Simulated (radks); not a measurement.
The mean radii <r> (bohr) of the occupied orbitals of an atom or ion are listed with their occupations. Method: scalar-relativistic Kohn-Sham, PBEsol, spin-polarised, spherical densities, point nucleus; computed with a radial shooting solver on a logarithmic mesh with Libxc functionals.

orbital  occ.      <r>
1s up       1  0.04148
1s down     1  0.04148
2s up       1   0.1804
2s down     1   0.1803
2p up       3   0.1568
2p down     3   0.1567
3s up       1   0.4420

Name the element and its charge. Open shells, if any, are filled with parallel spins first.

Answer. Z = 36, krypton, charge +25: Kr25+ in [Ne] 3s1. The 1s radius gives Z: for a bare nucleus <r> = (2 gamma + 1)/(2Z) with gamma = sqrt(1 - (Z/c)^2), 0.04069 bohr for Z = 36, and screening makes it slightly larger (0.04148 here). The occupations add up to 11, and the charge is Z minus that.
